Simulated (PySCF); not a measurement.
**Magnetic susceptibility: `C=Cc1cnn[nH]1`, C4H5N3**

Molfile (atoms numbered from 1):
```
C4H5N3
     RDKit          3D

 12 12  0  0  0  0  0  0  0  0999 V2000
   -2.0187    0.4908   -0.3059 C   0  0  0  0  0  0  0  0  0  0  0  0
   -1.1108   -0.2492    0.3210 C   0  0  0  0  0  0  0  0  0  0  0  0
    0.3079   -0.1402    0.1061 C   0  0  0  0  0  0  0  0  0  0  0  0
    1.0997    0.6576   -0.7094 C   0  0  0  0  0  0  0  0  0  0  0  0
    2.3858    0.3331   -0.5053 N   0  0  0  0  0  0  0  0  0  0  0  0
    2.4576   -0.5981    0.3673 N   0  0  0  0  0  0  0  0  0  0  0  0
    1.2257   -0.9065    0.7561 N   0  0  0  0  0  0  0  0  0  0  0  0
   -3.0704    0.3737   -0.1127 H   0  0  0  0  0  0  0  0  0  0  0  0
   -1.7402    1.2360   -1.0307 H   0  0  0  0  0  0  0  0  0  0  0  0
   -1.4148   -0.9933    1.0471 H   0  0  0  0  0  0  0  0  0  0  0  0
    0.8182    1.4191   -1.4052 H   0  0  0  0  0  0  0  0  0  0  0  0
    1.0612   -1.6238    1.4456 H   0  0  0  0  0  0  0  0  0  0  0  0
  1  2  2  0
  2  3  1  0
  3  4  2  0
  4  5  1  0
  5  6  2  0
  6  7  1  0
  7  3  1  0
  1  8  1  0
  1  9  1  0
  2 10  1  0
  4 11  1  0
  7 12  1  0
M  END
```

Method used: GIAO KT3/pcSseg-1 magnetisability, rotational g tensor and spin-rotation constants, non-relativistic, gas phase (PySCF). Geometry: GFN2-xTB.

Task: How diamagnetic is it, and how anisotropic?

Result: Isotropic -854 × 10⁻³⁰ J/T², or -51.4 × 10⁻⁶ cm³/mol; principal values -1394, -678, -490 × 10⁻³⁰ J/T², anisotropy 826 × 10⁻³⁰ J/T² (root of half the summed squared differences of the principal values). The susceptibility is in cgs units.

Task: Split it along the inertial axes a, b, c into diamagnetic and paramagnetic parts about the centre of mass, with the quadrupole moment.

Result: 
```tsv
axis	χ (10⁻⁶ cm³/mol)	diamagnetic (10⁻⁶ cm³/mol)	paramagnetic (10⁻⁶ cm³/mol)	summed x² of all electrons (Å²)	quadrupole Θ (D Å)
a	-40.8	-220.9	180.1	144.7	-8.16
b	-29.6	-652.0	622.4	43.1	+11.24
c	-83.9	-797.0	713.1	8.9	-3.08
```
Anisotropies 2χaa − χbb − χcc = +31.9 and 2χbb − χaa − χcc = +65.6 × 10⁻⁶ cm³/mol. Θ is traceless in Buckingham's convention.

Task: And the rotational g tensor?

Result: 
```
axis  rotational constant (GHz)        g  nuclear part  electronic part
   a                     8.5007  -0.1062        0.6129          -0.7191
   b                     2.0539  -0.0475        0.5530          -0.6006
   c                     1.6542  +0.0105        0.5647          -0.5542
```
Asymmetric top; isotopes 12C, 1H, 14N; no vibrational averaging.
